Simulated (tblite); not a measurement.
Species: C5H14AlAs.
Numbering: `[CH3:1][CH2:2][C@@H:3]1[AsH2+:4][AlH2-:5][C@@H:6]1[CH3:7]` (hydrogens: H8, H9, H10 on C1; H11, H12 on C2; H13 on C3; H14, H15 on As4; H16, H17 on Al5; H18 on C6; H19, H20, H21 on C7)

Computed with GFN2-xTB (tblite), gas phase: L-BFGS steps from a force-field or distance-geometry start until the largest atomic force falls under 0.01 eV/Å.

Geometry at step 5:
```
atom  x, y, z in Å
C1      2.6280   -0.3012   -0.1572
C2      1.3165    0.0735    0.5200
C3      0.0818   -0.5562   -0.1203
As4    -0.2278    0.0330   -1.9497
Al5    -2.6907   -0.1504   -0.8143
C6     -1.2874   -0.3894    0.6178
C7     -1.3144    0.8155    1.5550
H8      2.7703   -1.3749   -0.1628
H9      2.6669    0.0394   -1.1896
H10     3.4842    0.1346    0.3553
H11     1.3827   -0.2217    1.5694
H12     1.2327    1.1553    0.4973
H13     0.2976   -1.6258   -0.2097
H14     0.7596   -0.8813   -2.6317
H15     0.6327    1.2630   -1.9278
H16    -3.1219   -1.4471   -1.5160
H17    -3.1579    1.2934   -1.0478
H18    -1.3971   -1.2667    1.2727
H19    -1.0660    1.7191    1.0148
H20    -2.3401    0.9534    1.8910
H21    -0.6586    0.7515    2.4331
```

Task: What forces act on the atoms?

Result: 
```json
{"atom": "C1", "Fx (eV/Å)": "0.131", "Fy (eV/Å)": "-0.128", "Fz (eV/Å)": "-0.064"}
{"atom": "C2", "Fx (eV/Å)": "0.121", "Fy (eV/Å)": "0.082", "Fz (eV/Å)": "0.339"}
{"atom": "C3", "Fx (eV/Å)": "0.008", "Fy (eV/Å)": "-0.182", "Fz (eV/Å)": "-0.062"}
{"atom": "As4", "Fx (eV/Å)": "-0.514", "Fy (eV/Å)": "0.175", "Fz (eV/Å)": "-0.628"}
{"atom": "Al5", "Fx (eV/Å)": "0.765", "Fy (eV/Å)": "-0.115", "Fz (eV/Å)": "0.211"}
{"atom": "C6", "Fx (eV/Å)": "0.374", "Fy (eV/Å)": "-0.381", "Fz (eV/Å)": "0.467"}
{"atom": "C7", "Fx (eV/Å)": "-0.088", "Fy (eV/Å)": "0.334", "Fz (eV/Å)": "0.211"}
{"atom": "H8", "Fx (eV/Å)": "-0.037", "Fy (eV/Å)": "-0.263", "Fz (eV/Å)": "0.029"}
{"atom": "H9", "Fx (eV/Å)": "-0.136", "Fy (eV/Å)": "0.104", "Fz (eV/Å)": "-0.151"}
{"atom": "H10", "Fx (eV/Å)": "-0.115", "Fy (eV/Å)": "0.072", "Fz (eV/Å)": "0.114"}
{"atom": "H11", "Fx (eV/Å)": "-0.038", "Fy (eV/Å)": "-0.091", "Fz (eV/Å)": "0.080"}
{"atom": "H12", "Fx (eV/Å)": "-0.103", "Fy (eV/Å)": "0.336", "Fz (eV/Å)": "0.011"}
{"atom": "H13", "Fx (eV/Å)": "-0.130", "Fy (eV/Å)": "-0.274", "Fz (eV/Å)": "0.095"}
{"atom": "H14", "Fx (eV/Å)": "0.232", "Fy (eV/Å)": "0.318", "Fz (eV/Å)": "-0.049"}
{"atom": "H15", "Fx (eV/Å)": "0.221", "Fy (eV/Å)": "-0.115", "Fz (eV/Å)": "-0.195"}
{"atom": "H16", "Fx (eV/Å)": "-0.282", "Fy (eV/Å)": "-0.084", "Fz (eV/Å)": "-0.240"}
{"atom": "H17", "Fx (eV/Å)": "-0.255", "Fy (eV/Å)": "0.161", "Fz (eV/Å)": "-0.106"}
{"atom": "H18", "Fx (eV/Å)": "-0.013", "Fy (eV/Å)": "-0.170", "Fz (eV/Å)": "0.140"}
{"atom": "H19", "Fx (eV/Å)": "0.183", "Fy (eV/Å)": "0.336", "Fz (eV/Å)": "-0.229"}
{"atom": "H20", "Fx (eV/Å)": "-0.189", "Fy (eV/Å)": "0.006", "Fz (eV/Å)": "0.269"}
{"atom": "H21", "Fx (eV/Å)": "-0.135", "Fy (eV/Å)": "-0.119", "Fz (eV/Å)": "-0.240"}
```

The largest, 0.83 eV/Å, acts on As4; the rms over all components is 0.238 eV/Å. The forces sum to zero within rounding, as they must for an isolated molecule in no field.

Task: Give the force on As4 in Eh/bohr and in nN.

Result: 0.830 eV/Å ÷ 51.422 = 0.01614 Eh/bohr, and 0.830 eV/Å × 1.602 = 1.33 nN.

Task: How far is this geometry from the end of the optimisation?

Result: 0.399 eV above it, and 0.571 Å rms away after alignment. The bonds farthest from their final lengths, with half the difference of the two atoms' forces along the bond (positive lengthens):

```tsv
bond	now (Å)	final (Å)	force along bond (eV/Å)
C3–As4	1.947	1.987	+0.36
As4–Al5	2.718	2.681	-0.39
Al5–H16	1.536	1.566	+0.24
C7–H19	1.082	1.102	+0.14
Al5–H17	1.535	1.553	+0.31
C3–C6	1.564	1.550	-0.05
```

The angle farthest from its final value is Al5–As4–H15, 124.6° against 139.2°.

Of the 6 listed bonds off by 0.010 Å or more, this force points towards the final length in 6.

The cost below is that of the whole relaxation. The run took 1.9 s on an Arm Neoverse N1 with one thread (shared host).
